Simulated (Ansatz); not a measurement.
Cartesian coordinates (Å):
```xyz
14

Si    -1.9124    -1.1285     0.2912
Si     0.0325    -0.1224    -0.5451
Si    -0.0638     2.2113    -0.3487
Si     1.9505    -0.9857     0.4896
Cl     0.1545    -0.5821    -2.5911
H     -2.0265    -0.8209     1.7386
H     -1.8452    -2.5978     0.1108
H     -3.1041    -0.5997    -0.4130
H     -0.1509     2.5678     1.0893
H     -1.2589     2.7340    -1.0517
H      1.1551     2.8233    -0.9277
H      1.8928    -0.6761     1.9398
H      3.1658    -0.3680    -0.0909
H      2.0105    -2.4552     0.3089
```
Charge 0, multiplicity 1.

The numbers are results of frozen-core CCSD(T)/cc-pVTZ // B3LYP-D3(BJ)/def2-TZVP run with Ansatz (a quantum-chemistry and plane-wave program), not measurements.

```
Property                        Result
----------------------  --------------
HF energy               -1620.58834 Ha
MP2 correlation energy     -0.69089 Ha
```

Question: Estimate the CCSD correlation energy, the (T) correction, the total energy and the T1 diagnostic.

Answer: 
The CCSD correlation energy is -0.78579 Ha. The (T) correction is -0.03044 Ha and the CCSD(T) total energy is -1621.40457 Ha. The T1 diagnostic comes out as 0.013.
